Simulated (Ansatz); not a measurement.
Relaxation of C₂H₁₀BGeIn (15 atoms, charge 0, multiplicity 1), to a largest force component of 0.015 eV/Å in at most 40 steps.

All numbers below come from RHF/def2-SVP (Ansatz 0.2.0).

```xyz
15
Properties=species:S:1:pos:R:3:forces:R:3
B -0.843 1.312 1.669 -6.32 5.24 -1.32
In 0.338 0.058 0.873 -182.95 -11.96 -57.26
Ge 1.609 0.119 1.260 189.25 5.96 60.41
C -0.604 -1.010 -0.602 -3.92 -0.80 -0.83
C -0.568 -0.230 -1.902 -1.13 0.31 0.44
H -1.691 0.589 2.032 -0.90 0.44 1.44
H -1.095 2.029 0.716 -0.96 1.42 1.54
H 2.067 -1.353 1.071 3.12 -0.56 -0.63
H 2.439 0.727 2.508 0.30 -0.17 -1.25
H 1.973 0.914 0.007 -0.03 0.31 -0.58
H -0.221 -2.019 -0.708 0.30 -0.16 0.00
H -1.726 -1.137 -0.300 2.01 0.12 -0.42
H 0.450 -0.071 -2.171 0.88 0.15 -0.85
H -1.123 -0.742 -2.687 0.20 0.11 -0.33
H -1.028 0.763 -1.737 0.15 -0.42 -0.37
```

**Question.** Where does it end, and by what steps?

**Answer.** The run converged. The force dipped under the threshold on the way, but the program's further checks kept it going. After 19 steps the energy has fallen by 55.547 eV; H10 moved furthest, 1.33 Å. The start is strongly strained (largest force component 189 eV/Å), so its close contacts needn't be bonds. Parted: In2–H10.

```tsv
step	energy less start (eV)	largest force component (eV/Å)	accepted
0	0.0000	189.251	yes
1	-37.1541	41.878	yes
2	-46.4570	18.991	yes
3	-50.8254	6.299	yes
4	-52.8753	2.270	yes
5	-54.0854	1.083	yes
6	-54.8374	0.771	yes
7	-55.2542	0.544	yes
8	-55.4271	0.268	yes
9	-55.4908	0.211	yes
10	-55.5236	0.204	yes
11	-55.5130	0.404	no
12	-55.5392	0.106	yes
13	-55.5449	0.032	yes
14	-55.5464	0.030	yes
15	-55.5447	0.147	no
16	-55.5466	0.010	yes
17	-55.5465	0.056	no
18	-55.5467	0.007	yes
19	-55.5468	0.006	yes
```

```xyz
15
Properties=species:S:1:pos:R:3
B -1.577 1.587 1.941
In -0.182 0.184 0.756
Ge 2.438 0.050 1.322
C -0.879 -1.096 -0.910
C -0.702 -0.474 -2.301
H -2.146 1.224 2.936
H -1.770 2.727 1.612
H 2.958 -1.402 1.300
H 2.797 0.631 2.704
H 3.274 0.831 0.286
H -0.333 -2.042 -0.858
H -1.932 -1.337 -0.745
H 0.346 -0.248 -2.518
H -1.052 -1.145 -3.090
H -1.262 0.459 -2.407
```

Run time: 2 min on 2 threads of Arm Neoverse V1 (shared host), peak memory 0.5 GiB.
